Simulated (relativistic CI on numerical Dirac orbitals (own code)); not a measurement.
**Hyperfine structure of Tl VIII, mass number 204**

Method of calculation: Dirac-Coulomb-Breit CI, orbitals from a KLI potential per configuration, model QED (radiative potential, 1s self-energy scaled to tabulated hydrogen-like ionisation energies), unscaled Slater integrals (own radial code, finite nucleus).

CI space (outside the closed core [Kr] 4d10 4f14): 5s2.5p6.5d6, 5s2.5p6.5d5.6s, 5s2.5p6.5d5.5f, 5s2.5p6.5d4.6s2, 5s2.5p6.5d5.6p, 5s2.5p5.5d7, 5s2.5p6.5d4.6s.6p, 5s2.5p6.5d5.5g, 5s2.5p6.5d4.6p2, 5s2.5p6.5d5.6d, 5s2.5p4.5d8, 5s2.5p6.5d5.7p, 5s.5p5.5d8. Levels of other configurations are missing.

Nuclear spin I = 2, μ = 0.09 μN (tables of Stone and Pyykkö). The electronic factors are computed for point nuclear moments, without core polarisation or the Bohr-Weisskopf and QED corrections.

```tsv
Level	E (cm⁻¹)	A (MHz)
5s2.5p6.5d6 5D_4	0.0	55.96
5s2.5p6.5d6 5D_3	13605.5	33.55
5s2.5p6.5d6 5D_1	17851.8	44.99
5s2.5p6.5d6 3G_5	32700.7	83.53
5s2.5p6.5d6 3H_6	33701.0	91.79
5s2.5p6.5d6 3F_2	38711.8	103.6
5s2.5p6.5d6 3D_1	48004.2	101.6
```

Levels with J = 0, under 50 % of one LS term, or S terms without an open s electron are left out. Small factors come from cancelling terms and can be off by tens of per cent or more.

At this charge configurations can still be misplaced by up to about 7 % of their energy. Terms inside the open d or f shell come out 10 to 20 % too wide with unscaled integrals. Levels and lines within the n = 5 or 6 shells can be off by up to 10 % or somewhat more, and those that change n by about 2 %, since core polarisation is missing.

Question: Give the hyperfine levels of 5s2.5p6.5d6 5D_4 relative to its centre of gravity.

Answer: With K = F(F + 1) − I(I + 1) − J(J + 1), E = AK/2: F = 2: -559.6, F = 3: -391.7, F = 4: -167.9, F = 5: 111.9, F = 6: 447.6 MHz.

LS names give the leading component of a level, which can be under half, so a name can repeat, a term be missing and a line seem to break the LS rules.
